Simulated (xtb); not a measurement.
H₃Si, doublet, at a GFN2-xTB geometry, atoms displaced at random by about 0.1 Å a coordinate; xtb 6.7.1 with GFN2-xTB.

Input for xtb:
```
$ xtb mol.xyz --gfn 2 --uhf 1 --opt tight --json

# file mol.xyz
4

Si    -0.00726215     0.12910511     0.07461376
H     -0.02091848     1.45527641    -0.19653722
H      1.09770534    -0.68582472    -0.24932848
H     -1.18888827    -0.58485517    -0.27854740
```

Predict the main parts of the log of this xtb run.


```
   ID    Z sym.   atoms
    1   14 Si     1
    2    1 H      2-4

           -------------------------------------------------
          |                Calculation Setup                |
           -------------------------------------------------

           -------------------------------------------------
          |                 G F N 2 - x T B                 |
           -------------------------------------------------

          ...................................................
          :                      SETUP                      :
          :.................................................:
          :  # basis functions                  13          :
          :  # atomic orbitals                  12          :
          :  # shells                            6          :
          :  # electrons                         7          :
          :  max. iterations                   250          :
          :  Hamiltonian                  GFN2-xTB          :
          :  restarted?                      false          :
          :  GBSA solvation                  false          :
          :  PC potential                    false          :
          :  electronic temp.          300.0000000     K    :
          :  accuracy                    1.0000000          :
          :  -> integral cutoff          0.2500000E+02      :
          :  -> integral neglect         0.1000000E-07      :
          :  -> SCF convergence          0.1000000E-05 Eh   :
          :  -> wf. convergence          0.1000000E-03 e    :
          :  Broyden damping             0.4000000          :
          :  net charge                          0          :
          :  unpaired electrons                  1          :
          ...................................................

 iter      E             dE          RMSdq      gap      omega  full diag
   1     -3.2127467 -0.321275E+01  0.423E+00    3.09       0.0  T
   2     -3.2333971 -0.206504E-01  0.268E+00    2.89       1.0  T
   3     -3.2339699 -0.572804E-03  0.147E+00    2.83       1.0  T
   4     -3.2339925 -0.226791E-04  0.882E-02    2.79       1.0  T
   5     -3.2339926 -0.570762E-07  0.278E-02    2.79       1.8  T
   6     -3.2339932 -0.559765E-06  0.608E-03    2.79       8.2  T
   7     -3.2339932 -0.728047E-09  0.206E-03    2.79      24.3  T
   8     -3.2339932 -0.132439E-08  0.525E-04    2.79      95.3  T
   9     -3.2339932 -0.148196E-09  0.168E-04    2.79     297.7  T

[...]
         :: total energy              -3.184200470182 Eh    ::
 * total energy  :    -3.1842005 Eh     change       -0.9056755E-11 Eh
 * total energy  :    -3.1899246 Eh     change       -0.5724091E-02 Eh
 * total energy  :    -3.1902456 Eh     change       -0.3209898E-03 Eh
 * total energy  :    -3.1902863 Eh     change       -0.4079367E-04 Eh
 * total energy  :    -3.1902879 Eh     change       -0.1514374E-05 Eh
 * total energy  :    -3.1902888 Eh     change       -0.9480854E-06 Eh
   *** GEOMETRY OPTIMIZATION CONVERGED AFTER 6 ITERATIONS ***
         :: total energy              -3.190288807070 Eh    ::
[...]
         9                         -0.0833069              -2.2669
        10                          0.5822870              15.8448
        11                          0.6904967              18.7894
        12                          0.6908560              18.7991
      -------------------------------------------------------------
                  HL-Gap            0.1090305 Eh            2.9669 eV
             Fermi-level           -0.2818845 Eh           -7.6705 eV

     #   Z          covCN         q      C6AA      α(0)
     1  14 Si       2.766     0.279   184.623    29.836
     2   1 H        0.922    -0.093     5.321     3.608
     3   1 H        0.922    -0.093     5.323     3.608
     4   1 H        0.922    -0.093     5.323     3.608

 Mol. C6AA /au·bohr⁶  :        412.689002
 Mol. C8AA /au·bohr⁸  :      19082.213084
 Mol. α(0) /au        :         40.660346

Wiberg/Mayer (AO) data.
largest (>0.10) Wiberg bond orders for each atom

 ---------------------------------------------------------------------------
     #   Z sym  total        # sym  WBO       # sym  WBO       # sym  WBO
 ---------------------------------------------------------------------------
     1  14 Si   2.697 --     4 H    0.899     3 H    0.899     2 H    0.899
     2   1 H    0.991 --     1 Si   0.899
     3   1 H    0.991 --     1 Si   0.899
     4   1 H    0.991 --     1 Si   0.899
 ---------------------------------------------------------------------------

Topologies differ in total number of bonds
Writing topology from bond orders to xtbtopo.mol

molecular dipole:
                 x           y           z       tot (Debye)
 q only:       -0.002      -0.004       0.167
   full:        0.001       0.002      -0.055       0.140
molecular quadrupole (traceless):
                xx          xy          yy          xz          yz          zz
 q only:       -0.470       0.000      -0.472      -0.031      -0.002       0.942
  q+dip:        0.092      -0.000       0.095       0.008      -0.004      -0.187
   full:       -0.084       0.000      -0.082       0.002      -0.018       0.166

optimized geometry written to: xtbopt.xyz

           -------------------------------------------------
          | TOTAL ENERGY               -3.190288807070 Eh   |
          | GRADIENT NORM               0.000046564562 Eh/α |
          | HOMO-LUMO GAP               2.966870685179 eV   |
           -------------------------------------------------
```
